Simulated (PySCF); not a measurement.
Molfile (atoms numbered from 1):
```
C5H12OSi2
     RDKit          3D

 20 21  0  0  0  0  0  0  0  0999 V2000
   -2.6272   -0.5664   -0.3706 C   0  0  0  0  0  0  0  0  0  0  0  0
   -1.2055   -1.1629   -0.4570 C   0  0  0  0  0  0  0  0  0  0  0  0
    0.0096    0.2818   -0.6479 Si  0  0  2  0  0  4  0  0  0  0  0  0
    1.6691   -0.0007    0.1240 C   0  0  0  0  0  0  0  0  0  0  0  0
    2.7585   -0.6297   -0.7208 C   0  0  0  0  0  0  0  0  0  0  0  0
    2.8688    0.8006   -0.3196 C   0  0  0  0  0  0  0  0  0  0  0  0
   -0.8742    1.4895    0.1271 O   0  0  0  0  0  0  0  0  0  0  0  0
   -2.4530    1.0907    0.5343 Si  0  0  0  0  0  4  0  0  0  0  0  0
   -3.3477   -1.2546    0.1002 H   0  0  0  0  0  0  0  0  0  0  0  0
   -3.0132   -0.3533   -1.3827 H   0  0  0  0  0  0  0  0  0  0  0  0
   -0.9495   -1.6754    0.4878 H   0  0  0  0  0  0  0  0  0  0  0  0
   -1.1147   -1.9202   -1.2524 H   0  0  0  0  0  0  0  0  0  0  0  0
    0.2431    0.6682   -2.0768 H   0  0  0  0  0  0  0  0  0  0  0  0
    1.6622   -0.2975    1.1793 H   0  0  0  0  0  0  0  0  0  0  0  0
    3.4136   -1.3604   -0.2391 H   0  0  0  0  0  0  0  0  0  0  0  0
    2.5388   -0.8562   -1.7697 H   0  0  0  0  0  0  0  0  0  0  0  0
    3.6033    1.0684    0.4445 H   0  0  0  0  0  0  0  0  0  0  0  0
    2.7274    1.5686   -1.0867 H   0  0  0  0  0  0  0  0  0  0  0  0
   -2.5845    0.9632    2.0186 H   0  0  0  0  0  0  0  0  0  0  0  0
   -3.4017    2.1401    0.0593 H   0  0  0  0  0  0  0  0  0  0  0  0
  1  2  1  0
  2  3  1  0
  3  4  1  0
  4  5  1  0
  5  6  1  0
  3  7  1  0
  7  8  1  0
  8  1  1  0
  6  4  1  0
  1  9  1  0
  1 10  1  0
  2 11  1  0
  2 12  1  0
  3 13  1  6
  4 14  1  0
  5 15  1  0
  5 16  1  0
  6 17  1  0
  6 18  1  0
  8 19  1  0
  8 20  1  0
M  END
```

Geometry: PBE0-D3(BJ)/def2-SVP; GIAO absolute shieldings from PySCF, gas phase, non-relativistic, averaged over equivalent atoms.

At PBE0/pcSseg-1 (210 basis functions, 69 s wall time on 1 thread of an Arm Neoverse N1, shared host):
```tsv
atoms	σ (ppm)
C2	174.9
C1	175.9
C6	180.7
C5	184.4
C4	187.7
Si3	322.9
Si8	352.6
O7	283.7
H20	26.19
H19	26.30
H13	27.17
H12	30.18
H9	30.27
H10	30.34
H17	30.47
H11	30.54
H15	30.72
H18	30.76
H16	31.11
H14	31.65
```

What do these become at WP04/pcSseg-1?

## Answers


| atoms | σ at WP04/pcSseg-1 | change |
| --- | --- | --- |
| C2 | 161.4 | -13.5 |
| C1 | 162.0 | -13.9 |
| C6 | 166.6 | -14.1 |
| C5 | 169.8 | -14.6 |
| C4 | 174.4 | -13.3 |
| Si3 | 324.7 | +1.8 |
| Si8 | 350.1 | -2.5 |
| O7 | 281.5 | -2.2 |
| H20 | 27.26 | +1.07 |
| H19 | 27.34 | +1.04 |
| H13 | 28.10 | +0.93 |
| H12 | 30.60 | +0.42 |
| H9 | 30.67 | +0.40 |
| H10 | 30.78 | +0.44 |
| H17 | 30.81 | +0.34 |
| H11 | 30.90 | +0.36 |
| H15 | 31.04 | +0.32 |
| H18 | 31.02 | +0.26 |
| H16 | 31.35 | +0.24 |
| H14 | 31.92 | +0.27 |

The largest change is at C5 (three-membered-ring carbon). Cost: 210 basis functions, 72 s wall time on 1 thread of an Arm Neoverse N1, shared host. The order of the carbon signals is the same at both levels.
